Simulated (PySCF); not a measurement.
Input for PySCF: R-BP86/6-31G* on H10 chain, a point of a bond scan (R = 1.300 Å).

```python
from pyscf import gto, scf, dft, mp
from pyscf.data.elements import chemcore

mol = gto.M(
    atom='''
    H     0.00000000    0.00000000    0.00000000
    H     0.00000000    0.00000000    1.30000000
    H     0.00000000    0.00000000    2.60000000
    H     0.00000000    0.00000000    3.90000000
    H     0.00000000    0.00000000    5.20000000
    H     0.00000000    0.00000000    6.50000000
    H     0.00000000    0.00000000    7.80000000
    H     0.00000000    0.00000000    9.10000000
    H     0.00000000    0.00000000   10.40000000
    H     0.00000000    0.00000000   11.70000000
    ''',
    basis='6-31g*',
    cart=True,
    charge=0, spin=0, verbose=3, max_memory=1800)
mf = dft.RKS(mol, xc='b88,p86')
mf.conv_tol = 1e-8
mf.max_cycle = 100
mf.kernel()
if not mf.converged:
    mf = mf.newton().run(mf.mo_coeff, mf.mo_occ)
```

It printed:

```
converged SCF energy = -5.55428235579762
```

The calculation finished and met its thresholds.

Cost: about 1.7 core-seconds (a rough figure).
